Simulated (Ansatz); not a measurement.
```yaml
crystal:
  periodic: [false, false, false]
  atoms:
    - {symbol: N, position_ang: [-0.608910, 0.537886, -0.604220]}
    - {symbol: Al, position_ang: [0.359575, 1.175134, 0.751856]}
    - {symbol: O, position_ang: [0.954749, -0.434697, 1.015292]}
    - {symbol: Si, position_ang: [0.053372, -1.030993, -0.247784]}
    - {symbol: H, position_ang: [-1.259482, 0.827279, -1.310758]}
    - {symbol: H, position_ang: [0.636479, 2.536974, 1.475453]}
    - {symbol: H, position_ang: [0.895305, -1.618969, -1.323984]}
    - {symbol: H, position_ang: [-0.938989, -2.049713, 0.188345]}
basis:
  gaussian: {orbitals: 6-31G}
magnetization: {spin_polarized: true, initial_magnetization: 1}
hamiltonian: {xc: {name: BLYP}}
output: {forces: true}
```

```sh
$ ansatz run in.yaml --threads 2 --pin off --events-out ev --progress --plain --max-ram 4352MiB
```

Q: How does Ansatz answer? (Best estimate.)

A: The calculation gave: The program refused the input.
```
Error: a molecule whose nuclei and cores have a total charge of 46 cannot have a net charge of 0 together with 1 unpaired electrons
```
